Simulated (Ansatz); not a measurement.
Calculated with Ansatz (gas phase, PBE0-D4/def2-TZVP geometries, no zero-point term in ΔE). CCSD(T)/CBS is the MP2 limit (def2-TZVPP, def2-QZVPP) plus CCSD(T) − MP2 in def2-TZVPP, frozen cores. This one scheme is used for every species. DFT in def2-TZVPP. B3LYP here is the variant with VWN-RPA as its local correlation; programs differ in this. HSE06 is defined as in plane-wave codes. No spin–orbit coupling; open shells (•) take unrestricted orbitals. Each species was taken in one conformer, which may not be the lowest.

`CB([SiH3])S` → `C[B]S`• + `[SiH3]`•  (homolysis of the B–Si bond)

`CB([SiH3])S`:

Z-matrix (Å, degrees):
```
C
B 1 1.563
H 1 1.096 2 110.0
H 1 1.096 2 109.9 3 -115.4
H 1 1.093 2 114.7 3 122.4
Si 2 2.023 1 121.4 3 57.2
S 2 1.776 1 123.6 3 -122.8
H 6 1.492 2 109.9 1 -59.0
H 6 1.488 2 113.3 1 179.9
H 6 1.492 2 109.9 1 58.7
H 7 1.349 2 99.9 1 0.1
```

`C[B]S`•:

Cartesian coordinates in Å:
```
C -0.759 0.031 -0.668
B 0.067 -0.118 0.631
S 1.803 0.077 0.839
H -1.297 -0.900 -0.873
H -0.173 0.292 -1.556
H -1.532 0.795 -0.530
H 1.890 -0.178 2.157
```

`[SiH3]`•:

```xyz
4

Si    0.149    0.221   -0.206
H     1.206   -0.385    0.645
H    -0.515   -0.804   -1.052
H    -0.841    0.967    0.613
```

Q: What is ΔE at CCSD(T)/CBS? (Best estimate.)

A: Computed: +369.7 kJ/mol.

Q: What do these levels give: revPBE-D4, HSE06-D4, BHLYP-D4, PBE, BLYP, B3LYP, r2SCAN0, RPA@PBE/def2-TZVPP, HF/def2-SVP, MP2/def2-SVP, HF/def2-TZVPP, HF/CBS(def2)? (An estimate is asked.)

A: Computed: revPBE-D4 345.1, HSE06-D4 354.6, BHLYP-D4 353.0, PBE 345.4, BLYP 328.3, B3LYP 337.9, r2SCAN0 334.8, RPA@PBE/def2-TZVPP 347.6, HF/def2-SVP 265.2, MP2/def2-SVP 352.8, HF/def2-TZVPP 260.6, HF/CBS(def2) 259.9 kJ/mol.

Largest T1 diagnostic among the species: 0.015.

From BLYP to BHLYP (50 % exact exchange), in def2-TZVPP and without D4, ΔE moves by +12.0 kJ/mol. At CCSD(T), def2-SVP lies −18.5 kJ/mol from the extrapolated value and def2-TZVPP −10.0 kJ/mol: correlation converges slowly with the basis, and small sets miss more of it in the bonded molecule than in its fragments. The D4 term adds +14.5 kJ/mol with B3LYP and +8.0 kJ/mol with PBE0; it sums over pairs of atoms, weighted by their polarisabilities, and B3LYP, whose exchange is more repulsive, gets the larger term.
